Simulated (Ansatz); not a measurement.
H4O2Si2 from Hartree–Fock to CCSD(T)

```xyz
8

O     0.776   -1.820    0.958
Si   -0.144   -1.346   -0.302
O    -0.524    0.194   -0.407
Si   -0.524    1.844   -0.053
H     1.541   -1.294    1.202
H    -1.320   -2.247   -0.333
H    -0.704    2.506   -1.389
H     0.899    2.163    0.325
```

The species carries charge 0 and has multiplicity 1. The bonds changed during the relaxation, so this is another structure than the one it started from. Geometry: relaxed with PBE0-D4/def2-TZVP. It is one conformer, not always the lowest. Frozen core, restricted reference, Ansatz. CBS rows extrapolate triple and quadruple zeta; past MP2 they add the triple-zeta difference.

| basis | HF (Eh) | MP2 corr. |
| --- | --- | --- |
| def2-SVP | -729.57315 | -0.59189 |
| def2-TZVPP | -729.98534 | -0.74495 |
| def2-QZVPP | -730.01210 | -0.80100 |

**Question.** Estimate the CCSD correlation energy and the (T) correction in each basis where they were run (hartree).

**Answer.** 
```tsv
basis	CCSD corr.	(T)
def2-SVP	-0.62592	-0.03166
def2-TZVPP	-0.77051	-0.04727
CBS(def2)	-0.86809	as TZ
```
